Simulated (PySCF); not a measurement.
# YbSe: energy against distance

Set-up: PySCF, spin-free X2C with a Gaussian nucleus, basis sets Yb x2c-SVPall, Se x2c-SVPall. Energies in eV from Yb (4f14 6s2) + Se in their ground configurations at the same level. All curves are PBE0. state 1: singlet, about 13.9 electrons in the 4f shell (Mulliken); state 2: triplet, about 13.7 electrons in the 4f shell (Mulliken), a second solution, started from another occupation; state 3: triplet, about 13.5 electrons in the 4f shell (Mulliken), real f orbitals that mix terms, a second solution, started from another occupation.

```
R (Å)  state 1  state 2  state 3
2.131   -1.644   -0.667   -0.693
2.230   -2.312   -1.314   -1.290
2.329   -2.679   -1.694   -1.588
2.404   -2.809   -1.874   -1.677
2.478   -2.844   -1.994   -1.691
2.552   -2.808   -2.072   -1.654
2.651   -2.677   -2.125   -1.559
2.775   -2.427   -2.123   -1.405
2.924   -2.059   -2.037   -1.206
3.122   -1.535   -1.826   -0.923
```

Put a parabola through the three lowest points of the state 1 curve and estimate Re, k and ωe (reduced mass 54.76 u; 1 eV/Å² = 0.16022 mdyn/Å; ωe = 1302.8·√(k/μ) cm⁻¹).

Through R = 2.404, 2.478, 2.552 Å the second-order coefficient is 6.48 eV/Å², so Re ≈ 2.477 Å, k ≈ 2.08 mdyn/Å and ωe ≈ 254 cm⁻¹. A polynomial fit of higher order to the unrounded PBE0 energies gives Re = 2.474 Å, k = 2.11 mdyn/Å, ωe = 255 cm⁻¹; anharmonicity and rounding make the difference.

The higher-order fit for each curve: state 1: Re = 2.474 Å, ωe = 255 cm⁻¹, De = 2.84 eV; state 3: Re = 2.456 Å, ωe = 225 cm⁻¹, minimum 1.69 eV below the ground-state fragments. State 2 gave no clean fit.

Spin–orbit coupling is left out, which matters for elements this heavy, above all for dissociation energies.
